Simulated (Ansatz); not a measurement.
```xyz
10

C     0.0000    0.0000   -2.0611
C     0.0000    0.0000   -0.6061
C     0.0000    0.0000    0.6061
C     0.0000    0.0000    2.0611
H     0.0000   -1.0264   -2.4612
H    -0.8889    0.5132   -2.4612
H     0.8889    0.5132   -2.4612
H     0.0000   -1.0264    2.4612
H     0.8889    0.5132    2.4612
H    -0.8889    0.5132    2.4612
```

Basis set: def2-TZVP (spherical functions). Left uncorrelated: 4 orbitals. Charge 0, multiplicity 1.

Computed with Ansatz (development build ahead of 0.2.0); each method stands on the lowest determinant of its kind that the runs found. Restricted open shells among the atoms or ions are ROHF, correlated in semicanonical orbitals with singles.

Give the atomization energy at this shape (free ground-state atoms in the same class of orbitals less the molecule, no zero-point energy) of singlet C4H6 by RHF-MP2, RHF.

```csv
method,atomization energy
RHF-MP2,4126.4 kJ/mol
RHF,3194.7 kJ/mol
```
